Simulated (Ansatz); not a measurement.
C2H2N2, SMILES `[H]/N=c1\cn1` (charge 0, multiplicity 1).

Method: HSE06/cc-pVTZ // B3LYP-D3(BJ)/def2-TZVP run with Ansatz (a program for electronic structure).

Ansatz 0.2 input:
```yaml
crystal:
  periodic: [false, false, false]
  atoms:
    - { symbol: N, position_ang: [1.512905, 0.411968, -0.041505] }
    - { symbol: C, position_ang: [0.272467, 0.26885, 0.011888] }
    - { symbol: C, position_ang: [-1.022956, -0.250401, 0.030876] }
    - { symbol: N, position_ang: [-0.926359, 1.0285, 0.152914] }
    - { symbol: H, position_ang: [1.989822, -0.480015, -0.156303] }
    - { symbol: H, position_ang: [-1.82588, -0.978903, 0.002129] }
basis:
  gaussian: { orbitals: cc-pVTZ }
hamiltonian:
  xc: hse06
```

Output:

```
Functional definition: HSE06
822 factors; their error is unknown
71 factors; integrals over basis functions are off by at most 5.3e-7 eV
mean field evaluation 1: about -5073.4483 eV, gradient 5.3e1 eV
mean field evaluation 2: about -5065.9905 eV, gradient 7.6e1 eV
mean field evaluation 4: about -5078.9149 eV, gradient 3.3e0 eV
mean field evaluation 8: about -5078.9374 eV, gradient 2.1e-1 eV
mean field evaluation 16: about -5078.9344 eV, gradient 1.2e-5 eV
mean field -5078.93444112 eV, -186.6473980859 hartree, gradient 1.2e-5 eV, S^2 0.000000; 0 other end points of the search recorded, 0 dependent functions left out
reference -5078.93446715 eV, -186.6473990423 hartree; 14, 14 occupied and 134, 134 virtual orbitals, 822 factors
Total energy: -5078.93446715 eV, -186.6473990423 hartree
```
